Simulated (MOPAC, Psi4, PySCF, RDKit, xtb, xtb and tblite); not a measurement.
Two geometries of SMILES [SiH3]OCO (CH6O2Si), relaxed at GFN2-xTB with one dihedral held; other torsions can differ between them too.

Structure A

```
10

O     -1.7738     0.0874     0.7751
C     -0.9327    -0.8413     0.1489
O     -0.4206    -1.7032     1.0750
Si    -0.6899    -1.5945     2.6855
H     -1.8907     0.8653     0.2213
H     -0.0976    -0.3294    -0.3611
H     -1.4985    -1.4229    -0.6020
H      0.1050    -2.7522     3.0724
H     -2.1078    -1.7250     3.0133
H     -0.1719    -0.3395     3.2336
```

Structure B

```
10

O      0.9604     0.5098    -0.4585
C      1.1771    -0.6373     0.2886
O      1.0742    -1.7959    -0.4570
Si     1.8435    -2.1340    -1.8558
H      0.0723     0.4763    -0.8343
H      2.1882    -0.5356     0.7024
H      0.4542    -0.7240     1.1159
H      1.2888    -3.4602    -2.0734
H      1.4860    -1.1830    -2.9103
H      3.2952    -2.1129    -1.6692
```

Q: Which is lower in energy at the level DF-MP2 (frozen core)/cc-pVTZ // GFN2-xTB run with Psi4, and by how much?

A: B is lower, by 12.91 kJ/mol (dihedral H5–O1–C2–O3: 160° in A, 60° in B).

E(B) − E(A) in kJ/mol at the other levels, on the same two geometries: GFN2-xTB (xtb and tblite) -15.45; MMFF94 // GFN2-xTB (RDKit) -31.36; B3LYP/def2-TZVP // GFN2-xTB (Psi4) -14.12; B3LYP-D3(BJ)/def2-TZVP // GFN2-xTB (Psi4) -14.20; PBE/def2-TZVP // GFN2-xTB (Psi4) -14.59; PBE-D3(BJ)/def2-TZVP // GFN2-xTB (Psi4) -14.65; HF/cc-pVTZ // GFN2-xTB (Psi4) -11.87; UFF // GFN2-xTB (RDKit) -6.69; PM7, restricted, heats of formation // GFN2-xTB (MOPAC) -22.11; AM1, restricted, heats of formation // GFN2-xTB (MOPAC) -5.82; GFN1-xTB // GFN2-xTB (xtb) -8.04; restricted B3LYP/6-31G*, spherical d // GFN2-xTB (PySCF) -15.56; restricted MP2 (frozen core)/6-31G*, spherical d // GFN2-xTB (PySCF) -15.85; restricted B3LYP/3-21G // GFN2-xTB (PySCF) -11.34; restricted MP2 (frozen core)/3-21G // GFN2-xTB (PySCF) -11.19.
